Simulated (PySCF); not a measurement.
PySCF job for TiF4, SMILES [F][Ti]([F])([F])[F], multiplicity 1, TDDFT-PBE/def2-SVPD. Coordinates come from a B3LYP-D3(BJ)/def2-SVP optimisation. The multiplicity is an assumed one; other spin states were not compared. The isomer is the one that the SMILES or the coordinates give; other isomers of the formula were not compared.

```python
import numpy as np
from pyscf import gto, scf, dft, tdscf

mol = gto.M(
    atom='''
    Ti    0.00000000   -0.00000000   -0.00000000
    F    -1.00155026    1.00155026   -1.00155026
    F     1.00155025    1.00155026    1.00155026
    F     1.00155026   -1.00155026   -1.00155026
    F    -1.00155026   -1.00155026    1.00155026
    ''',
    basis='def2-SVPD',
    charge=0,
    spin=0,
    symmetry=True,
    max_memory=1600,
    verbose=4,
)
mf = dft.RKS(mol, xc='pbe').density_fit(auxbasis='def2-universal-jkfit')
mf.grids.level = 3
mf.conv_tol = 1e-9
mf.max_cycle = 100
mf.kernel()
mf.grids = dft.Grids(mol).set(level=1).build(with_non0tab=True)  # coarser grid for the response kernel
td = tdscf.TDDFT(mf)
td.singlet = True
td.nstates = 10
td.conv_tol = 1e-4
td.positive_eig_threshold = 1e-6
td.kernel(x0=td.get_init_guess(mf, 15))
td.analyze()
tt = tdscf.TDA(mf)
tt.singlet = False
tt.nstates = 4
tt.conv_tol = 1e-4
tt.positive_eig_threshold = 1e-6
tt.kernel(x0=tt.get_init_guess(mf, 9))
tt.analyze(verbose=3)
```

Log of the run:

```
PySCF version 2.14.0

[INPUT] verbose = 4
[INPUT] num. atoms = 5
[INPUT] num. electrons = 58
[INPUT] charge = 0
[INPUT] spin (= nelec alpha-beta = 2S) = 0
[INPUT] symmetry True subgroup None
[INPUT] Mole.unit = angstrom
[INPUT] Symbol           X                Y                Z      unit          X                Y                Z       unit  Magmom
[INPUT]  1 Ti     0.000000000000   0.000000000000   0.000000000000 AA    0.000000000000   0.000000000000   0.000000000000 Bohr   0.0
[INPUT]  2 F     -1.001550260000   1.001550260000  -1.001550260000 AA   -1.892655691387   1.892655691387  -1.892655691387 Bohr   0.0
[INPUT]  3 F      1.001550250000   1.001550260000   1.001550260000 AA    1.892655672490   1.892655691387   1.892655691387 Bohr   0.0
[INPUT]  4 F      1.001550260000  -1.001550260000  -1.001550260000 AA    1.892655691387  -1.892655691387  -1.892655691387 Bohr   0.0
[INPUT]  5 F     -1.001550260000  -1.001550260000   1.001550260000 AA   -1.892655691387  -1.892655691387   1.892655691387 Bohr   0.0

nuclear repulsion = 332.38394305567
point group symmetry = Td, use subgroup D2
symmetry origin: [-2.93233367e-09  0.00000000e+00  0.00000000e+00]
symmetry axis x: [1.00000000e+00 8.32043456e-10 2.49613008e-09]
symmetry axis y: [-8.32043458e-10  1.00000000e+00  8.32043550e-10]
symmetry axis z: [-2.49613008e-09 -8.32043552e-10  1.00000000e+00]
num. orbitals of irrep A = 33
num. orbitals of irrep B1 = 31
num. orbitals of irrep B2 = 31
num. orbitals of irrep B3 = 31
number of shells = 48
number of NR pGTOs = 208
number of NR cGTOs = 126
basis = def2-SVPD
ecp = {}


[settings echo left out]
init E= -1248.05006481581
HOMO (B3) = -0.495857063157356  LUMO (A) = -0.160409686876273  gap/eV = 9.12799
cycle= 1 E= -1247.88614084273  delta_E= 0.164  |g|= 1.26  |ddm|=  2.9
HOMO (B3) = -0.255774591366246  LUMO (A) = -0.229560484744014  gap/eV = 0.71332
cycle= 2 E= -1235.33276271831  delta_E= 12.6  |g|= 8.74  |ddm|= 4.03
HOMO (B3) = -0.316590439586869  LUMO (A) = -0.0973869909674267  gap/eV = 5.96483
cycle= 3 E= -1248.05465320187  delta_E= -12.7  |g|= 0.927  |ddm|= 3.27
HOMO (B3) = -0.397162818942214  LUMO (A) = -0.190970124701091  gap/eV = 5.61079
cycle= 4 E= -1248.15807591768  delta_E= -0.103  |g|= 0.365  |ddm|= 0.491
HOMO (B3) = -0.387457375952127  LUMO (A) = -0.161161120919028  gap/eV = 6.15783
cycle= 5 E= -1248.18311358322  delta_E= -0.025  |g|= 0.112  |ddm|= 0.157
HOMO (B3) = -0.388849137459502  LUMO (A) = -0.15485450661798  gap/eV = 6.36732
cycle= 6 E= -1248.18548199995  delta_E= -0.00237  |g|= 0.0113  |ddm|= 0.0555
HOMO (B3) = -0.388936713803829  LUMO (A) = -0.154236807381641  gap/eV = 6.38651
cycle= 7 E= -1248.18550579505  delta_E= -2.38e-05  |g|= 0.000472  |ddm|= 0.00563
HOMO (B3) = -0.388963736755204  LUMO (A) = -0.154231092988423  gap/eV = 6.38740
cycle= 8 E= -1248.18550583458  delta_E= -3.95e-08  |g|= 6.15e-05  |ddm|= 0.00029
HOMO (B3) = -0.388965905856818  LUMO (A) = -0.154238359803827  gap/eV = 6.38726
cycle= 9 E= -1248.18550583539  delta_E= -8.16e-10  |g|= 1.14e-06  |ddm|= 3.59e-05
HOMO (B3) = -0.388965622351924  LUMO (A) = -0.154238328855522  gap/eV = 6.38725
Extra cycle  E= -1248.18550583539  delta_E= 2.27e-13  |g|= 3.67e-06  |ddm|= 2.38e-06
converged SCF energy = -1248.18550583539
tot grids = 28656
Overwritten attributes  positive_eig_threshold  of <class 'pyscf.tdscf.rks.CasidaTDDFT'>


******** <class 'pyscf.tdscf.rks.CasidaTDDFT'> for <class 'pyscf.df.df_jk.DFSymAdaptedRKS'> ********
nstates = 10 singlet
deg_eia_thresh = 1.000e-03
wfnsym = None
conv_tol = 0.0001
eigh lindep = 1e-12
eigh level_shift = 0
eigh max_cycle = 100


Excitation energies (eV)
[6.42510479 6.42510479 6.42510481 6.63202147 6.63202147 6.63202147
 6.84544981 6.84544982 6.84544982 7.09871167]

** Singlet excitation energies and oscillator strengths **
Excited State   1:   B3      6.42510 eV    192.97 nm  f=0.0000
      29 -> 30        0.70396
Excited State   2:   B2      6.42510 eV    192.97 nm  f=0.0000
      28 -> 30       -0.35197
      28 -> 31       -0.60966
Excited State   3:   B1      6.42510 eV    192.97 nm  f=0.0000
      27 -> 30       -0.35199
      27 -> 31        0.60964
Excited State   4:   B2      6.63202 eV    186.95 nm  f=0.0089
      25 -> 30       -0.15036
      25 -> 31       -0.26044
      28 -> 30        0.54398
      28 -> 31       -0.31405
Excited State   5:   B1      6.63202 eV    186.95 nm  f=0.0089
      24 -> 30        0.15037
      24 -> 31       -0.26044
      27 -> 30        0.54397
      27 -> 31        0.31407
Excited State   6:   B3      6.63202 eV    186.95 nm  f=0.0089
      26 -> 30        0.30073
      29 -> 31       -0.62813
Excited State   7:   B2      6.84545 eV    181.12 nm  f=0.0000
      25 -> 30        0.60922
      25 -> 31       -0.35172
Excited State   8:   B3      6.84545 eV    181.12 nm  f=0.0000
      26 -> 31       -0.70346
Excited State   9:   B1      6.84545 eV    181.12 nm  f=0.0000
      24 -> 30       -0.60921
      24 -> 31       -0.35174
Excited State  10:   B3      7.09871 eV    174.66 nm  f=0.0109
      24 -> 33        0.10846
      25 -> 32        0.10846
      26 -> 30       -0.60231
      27 -> 33        0.15563
      28 -> 32       -0.15563
      29 -> 31       -0.23323

** Transition electric dipole moments (AU) **
state          X           Y           Z        Dip. S.      Osc.
  1        -0.0000      0.0000     -0.0000      0.0000      0.0000
  2        -0.0000      0.0000     -0.0000      0.0000      0.0000
  3         0.0000      0.0000     -0.0000      0.0000      0.0000
  4         0.0000     -0.2340      0.0000      0.0548      0.0089
  5        -0.0000     -0.0000      0.2340      0.0548      0.0089
  6        -0.2340     -0.0000     -0.0000      0.0548      0.0089
  7         0.0000     -0.0000      0.0000      0.0000      0.0000
  8         0.0000     -0.0000      0.0000      0.0000      0.0000
  9        -0.0000     -0.0000      0.0000      0.0000      0.0000
 10        -0.2508     -0.0000     -0.0000      0.0629      0.0109

** Transition velocity dipole moments (imaginary part, AU) **
state          X           Y           Z        Dip. S.      Osc.
  1        -0.0000      0.0000     -0.0000      0.0000      0.0000
  2        -0.0000      0.0000     -0.0000      0.0000      0.0000
  3         0.0000      0.0000     -0.0000      0.0000      0.0000
  4         0.0000     -0.0536     -0.0000      0.0029      0.0079
  5        -0.0000      0.0000      0.0536      0.0029      0.0079
  6        -0.0536     -0.0000     -0.0000      0.0029      0.0079
  7         0.0000     -0.0000      0.0000      0.0000      0.0000
  8         0.0000     -0.0000      0.0000      0.0000      0.0000
  9        -0.0000     -0.0000      0.0000      0.0000      0.0000
 10        -0.0648     -0.0000     -0.0000      0.0042      0.0107

** Transition magnetic dipole moments (imaginary part, AU) **
state          X           Y           Z
  1        -0.4585      0.0000      0.0000
  2         0.0000      0.4585     -0.0000
  3         0.0000     -0.0000      0.4585
  4         0.0000      0.0000      0.0000
  5         0.0000      0.0000      0.0000
  6         0.0000      0.0000     -0.0000
  7        -0.0000      0.6127      0.0000
  8        -0.6127      0.0000      0.0000
  9        -0.0000      0.0000      0.6128
 10        -0.0000     -0.0000      0.0000
Overwritten attributes  positive_eig_threshold  of <class 'pyscf.tdscf.rks.TDA'>


******** <class 'pyscf.tdscf.rks.TDA'> for <class 'pyscf.df.df_jk.DFSymAdaptedRKS'> ********
nstates = 4 triplet
deg_eia_thresh = 1.000e-03
wfnsym = None
conv_tol = 0.0001
eigh lindep = 1e-12
eigh level_shift = 0
eigh max_cycle = 100


Excitation energies (eV)
[6.19170711 6.19170711 6.19170711 6.30540983]

** Triplet excitation energies and oscillator strengths **
Excited State   1:   B2      6.19171 eV    200.24 nm  f=0.0000
Excited State   2:   B1      6.19171 eV    200.24 nm  f=0.0000
Excited State   3:   B3      6.19171 eV    200.24 nm  f=0.0000
Excited State   4:   B3      6.30541 eV    196.63 nm  f=0.0000
```

The calculation finished and met its thresholds.

Cost: very roughly 30 core-seconds.
